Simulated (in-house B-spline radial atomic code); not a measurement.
Spin-orbit splittings of orbital energies (j = l + 1/2 less j = l - 1/2) and ratios of mean radii (lower j over upper j) along the 48-electron series, configuration [Kr] 4d10 5s2. Computed with an all-electron radial atomic-structure program (B-spline basis): Dirac-Hartree-Fock, average of the configuration, finite nuclei.

```
  ion   Z  splitting of 4p (eV)  radius ratio of 4p  splitting of 3p (eV)  radius ratio of 3p  splitting of 2p (eV)  radius ratio of 2p
   Cd  48                6.1131             0.97052                35.622             0.97049                 193.4             0.95597
  In+  49                     ?                   ?                     ?                   ?                     ?                   ?
 Sn2+  50                7.9017             0.96954                 43.55             0.96812                231.66             0.95208
 Sb3+  51                     ?                   ?                     ?                   ?                     ?                   ?
 Te4+  52                10.127              0.9685                52.804             0.96565                275.62               0.948
  I5+  53                11.417             0.96792                57.978             0.96437                299.93             0.94589
 Xe6+  54                12.835             0.96729                63.544             0.96307                325.89             0.94373
 Cs7+  55                     ?                   ?                     ?                   ?                     ?                   ?
 Ba8+  56                16.081              0.9659                75.946             0.96038                383.14             0.93927
 La9+  57                17.924             0.96513                82.827             0.95899                414.61             0.93696
Ce10+  58                19.927             0.96432                90.196             0.95757                448.09             0.93461
Pr11+  59                22.096             0.96348                98.078             0.95612                 483.7              0.9322
Nd12+  60                24.443             0.96259                 106.5             0.95464                521.52             0.92974
Pm13+  61                26.976             0.96167                115.49             0.95313                561.68             0.92723
```

**Question.** Fill in the row of In+.

**Answer.** splitting of 4p (eV): 6.9553; radius ratio of 4p: 0.97002; splitting of 3p (eV): 39.43; radius ratio of 3p: 0.96932; splitting of 2p (eV): 211.86; radius ratio of 2p: 0.95405.

**Question.** Fill in the row of Sb3+.

**Answer.** splitting of 4p (eV): 8.9571; radius ratio of 4p: 0.96904; splitting of 3p (eV): 48.002; radius ratio of 3p: 0.9669; splitting of 2p (eV): 252.89; radius ratio of 2p: 0.95006.

**Question.** Fill in the row of Cs7+.

**Answer.** splitting of 4p (eV): 14.387; radius ratio of 4p: 0.96662; splitting of 3p (eV): 69.526; radius ratio of 3p: 0.96174; splitting of 2p (eV): 353.6; radius ratio of 2p: 0.94152.

**Question.** With what power of Z does the column «splitting of 2p (eV)» change over this range?

**Answer.** A fit of the logarithm of its size against log Z from Z = 48 to 61 has slope 4.45. An unscreened hydrogenic electron would give 4 at low Z; screening makes the apparent power larger near the neutral end, and relativity raises it again at high Z.
